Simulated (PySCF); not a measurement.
## Spinor energies of Cs⁵⁰⁺ (caesium, charge +50)

Start: [He] 2s2 2p1; 2p3/2 filled at m_j = +3/2. Calculated with PySCF 2.14 in an uncontracted even-tempered set (17 s from 30 bohr⁻², ratio 2.4; 12 p from 38 bohr⁻², ratio 2.4; 5 d from 120 bohr⁻², ratio 2.6; 4 f from 190 bohr⁻², ratio 2.6): generalised Hartree-Fock with the X2C-1e Hamiltonian and a Gaussian nucleus; one run each with spin-orbit coupling (SO) screened by Boettger's factors, then bare. This is a chosen level, not necessarily the ground level.

| spinor shell | electrons | ε, screened SO (eV) | ε, bare SO (eV) | weight of nominal j (bare SO) | rms radius, bare SO (bohr) |
| --- | --- | --- | --- | --- | --- |
| 1s1/2 | 2 | -40967.0 | -40967.2 | 1.000 | 0.0297 |
| 2s1/2 | 2 | -9762.9 | -9762.9 | 1.000 | 0.115 |
| 2p3/2 | 1 | -9242.6 | -9238.3 | 1.000 | 0.103 |

```json
{"quantity": "E (hartree)", "screened SO": "-4201.87568", "bare SO": "-4201.71465"}
{"quantity": "M_J", "screened SO": "3/2", "bare SO": "3/2"}
{"quantity": "⟨J²⟩", "screened SO": "3.750", "bare SO": "3.750"}
{"quantity": "⟨L²⟩", "screened SO": "2.000", "bare SO": "2.000"}
{"quantity": "⟨S²⟩", "screened SO": "0.750", "bare SO": "0.750"}
```

Each row is a mean over spinors that exchange with the open shell spreads, by up to 45.993 eV (2s1/2).

Breit and QED terms are absent; they matter most for the inner s and p1/2 levels.

Densities and radii are taken from the X2C orbitals without a picture-change correction, which distorts them close to the nucleus.
